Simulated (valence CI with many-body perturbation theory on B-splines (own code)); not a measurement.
The numbers below are computed, except where a source is named.
## Br XXXI: magnetic and hyperfine properties of the levels

Method: valence CI with perturbative core correlation (CI+MBPT): three valence electrons over a frozen Dirac-Fock core [He], a basis of 11 s, 11 p, 9 d, 7 f, 5 g, 2 h, 1 i functions for each j, with the one-electron correlation potential Σ1, the two-electron term Σ2, the three-electron term Σ3, Breit, model QED; selected CI, second order for the rest (own B-spline code, finite nucleus).

The last digits are not significant, and no measured levels were compared; by estimate large intervals hold to a few tenths of a per cent, small ones and those within an open d or f shell to about a per cent.

A/g_I is the dipole constant over the nuclear g factor μ/I (μ in nuclear magnetons, uniformly magnetised nucleus), B/Q the quadrupole constant per barn. Both hold the static response of the core; the bare values leave it out. Large factors of s and p1/2 electrons are usually good to 5 to 10 %; those of open d and f shells near neutrality can be off by tens of per cent, and small factors of p3/2, d and f electrons come from cancelling terms and can be off by a factor of two or in sign, in half-filled shells by more. B is blank for J = 1/2, where it vanishes, and for nearly pure S terms. Energies count from the lowest level.

Levels are named by their leading jj configuration (3d3/2^4 stands for four electrons in 3d with j = 3/2), which in mixed levels can hold well under half, so a name can repeat and another be missing. Letters in brackets count levels of one name in rising energy.

```
                     Level  E (× 10³ cm⁻¹)      g  A/g_I (MHz)  A/g_I bare  B/Q (MHz/b)  B/Q bare
        (2s^2 2p1/2) J=1/2            0.00  0.656       433000      428000                       
        (2s^2 2p3/2) J=3/2          435.52  1.327        77300       80400       143000    143000
        (2s 2p1/2^2) J=1/2          665.96  2.509      1040000     1030000                       
(2s 2p1/2 2p3/2) J=3/2 [a]          937.60  1.706       348000      346000       115000    115000
    (2s 2p1/2 2p3/2) J=5/2          1069.5  1.483       382000      380000       -32800    -32900
(2s 2p1/2 2p3/2) J=3/2 [b]          1339.7  0.885       -21400      -16500       149000    149000
    (2s 2p1/2 2p3/2) J=1/2          1419.4  1.097       -43900      -40300                       
        (2s 2p3/2^2) J=5/2          1540.0  1.302       354000      350000       176000    177000
        (2s 2p3/2^2) J=1/2          1884.7  1.708      1250000     1230000                       
        (2s 2p3/2^2) J=3/2          1895.7  1.254      -142000     -132000       -92100    -92400
     (2p1/2^2 2p3/2) J=3/2          2136.3  1.590        42900       52700        84500     84800
     (2p1/2 2p3/2^2) J=3/2          2468.4  1.266        20500       25500        71000     71200
     (2p1/2 2p3/2^2) J=5/2          2560.9  1.192       144000      147000         -907      -909
     (2p1/2 2p3/2^2) J=1/2          2756.0  0.656       434000      427000                       
           (2p3/2^3) J=3/2          3080.3  1.257        76700       81100      -154000   -154000
           (2s^2 3s) J=1/2           15900  1.998       393000      387000                       
        (2s^2 3p1/2) J=1/2           16160  0.667       119000      117000                       
        (2s^2 3p3/2) J=3/2           16282  1.337        57800       58100        42600     42700
   (2s 2p1/2 3s) J=1/2 [a]           16413  2.515       805000      791000                       
       (2s 2p1/2 3s) J=3/2           16490  1.644       636000      626000       -68900    -69100
        (2s^2 3d3/2) J=3/2           16513  0.798        19100       18900         8230      8360
        (2s^2 3d5/2) J=5/2           16551  1.198         6950        6930        11100     11300
   (2s 2p1/2 3s) J=1/2 [b]           16577  0.739       518000      512000                       
(2s 2p1/2 3p1/2) J=1/2 [a]           16637  0.216       -93700      -90500                       
    (2s 2p1/2 3p1/2) J=3/2           16707  1.203       551000      543000       -54600    -54800
(2s 2p1/2 3p3/2) J=3/2 [a]           16810  1.450       108000      108000        28400     28400
(2s 2p1/2 3p1/2) J=1/2 [b]           16822  2.147      1210000     1190000                       
       (2s 2p3/2 3s) J=5/2           16838  1.593       396000      392000       145000    145000
    (2s 2p1/2 3p3/2) J=1/2           16864  1.145      -480000     -471000                       
    (2s 2p1/2 3p3/2) J=5/2           16871  1.377       327000      323000       -10700    -10800
(2s 2p1/2 3p3/2) J=3/2 [b]           16907  1.232       182000      180000        48600     48700
   (2s 2p3/2 3s) J=3/2 [a]           16937  1.377       425000      421000       112000    112000
(2s 2p1/2 3d3/2) J=3/2 [a]           16969  0.508      -128000     -125000        17200     17300
    (2s 2p1/2 3d3/2) J=5/2           17022  1.089       167000      164000       -13400    -13300
(2s 2p1/2 3d5/2) J=5/2 [a]           17077  1.368       226000      222000         -452      -356
(2s 2p1/2 3d3/2) J=3/2 [b]           17102  1.307       128000      126000        26000     26100
    (2s 2p1/2 3d5/2) J=7/2           17106  1.271       231000      227000       -46900    -46900
    (2s 2p1/2 3d3/2) J=1/2           17106  0.311      -509000     -501000                       
(2s 2p3/2 3p1/2) J=3/2 [a]           17130  1.586       457000      452000        98000     98300
    (2s 2p3/2 3p1/2) J=5/2           17152  1.393       344000      341000       108000    109000
```

(1) Take the isotope of mass number 81, with I = 3/2, μ = 2.2686 μN and Q = 0.2579 b. What is the hyperfine structure of (2s^2 2p3/2) J=3/2?

## Answers

(1) From the table A = 117000 MHz, B = 36900 MHz. Shifts from the centre of gravity in MHz: F = 0: -393000, F = 1: -313000, F = 2: -115000, F = 3: 272000.
